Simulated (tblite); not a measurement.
Species: C₆H₃O (doublet state).
Numbering: `[CH:1]#[C:2][c:3]1[c:4][cH:5][o:6][cH:7]1` (hydrogens: H8 on C1; H9 on C5; H10 on C7)

Structure optimised with GFN2-xTB, isolated species. This method treats the open shell by occupation alone, without spin polarisation.

**Question.** What internal coordinates does the optimisation give?

**Answer.** 
| bond | length (pm) |
| --- | --- |
| C1≡C2 | 120.0 |
| C2–C3 | 140.4 |
| C3–C4 | 141.7 |
| C4–C5 | 134.8 |
| C5–O6 | 135.5 |
| O6–C7 | 134.5 |
| C3–C7 | 137.4 |
| C1–H8 | 104.9 |
| C5–H9 | 107.0 |
| C7–H10 | 107.2 |

A selection of angles:
| angle | degrees |
| --- | --- |
| C2–C1–H8 | 179.3 |
| C1–C2–C3 | 178.5 |
| C2–C3–C4 | 128.8 |
| C2–C3–C7 | 127.7 |
| C4–C3–C7 | 103.5 |
| C3–C4–C5 | 108.7 |
| C4–C5–O6 | 109.2 |
| C4–C5–H9 | 132.8 |
| O6–C5–H9 | 118.0 |
| C5–O6–C7 | 107.0 |
| O6–C7–H10 | 117.9 |
| C3–C7–O6 | 111.6 |
| C3–C7–H10 | 130.5 |

C5 (carbon bonded to C, O and H) is planar (angles 132.8°, 118.0° and 109.2°, sum 360.0°, 0.00 Å off the plane of its three neighbours). The 5-membered ring C3–C4–C5–O6–C7 has internal angles of 103.5° to 111.6° (sum 540°, against 540° for a flat polygon); it is planar, 0.00 Å rms from its mean plane, widest ring torsion 0°. The 7 heavy atoms lie in one plane (0.000 Å rms). C3 (carbon bonded to 3 C) is planar (angles 128.8°, 127.7° and 103.5°, sum 360.0°, 0.00 Å off the plane of its three neighbours). O6 (oxygen bonded to 2 C) is bent (angle 107.0°). C4 (carbon bonded to 2 C) is bent (angle 108.7°). C7 (carbon bonded to C, O and H) is planar (angles 130.5°, 117.9° and 111.6°, sum 360.0°, 0.00 Å off the plane of its three neighbours).

Point group: Cs (every atom within 0.08 Å of its image). Its GFN2-xTB frequencies are all real (lowest 146 cm⁻¹).

The run took under 0.1 s of wall time on an Arm Neoverse V2 with one thread, no GPU, shared host with 32 logical CPUs at a one-minute load of 26. These figures are those of the optimisation.

All values are computed, not measured.
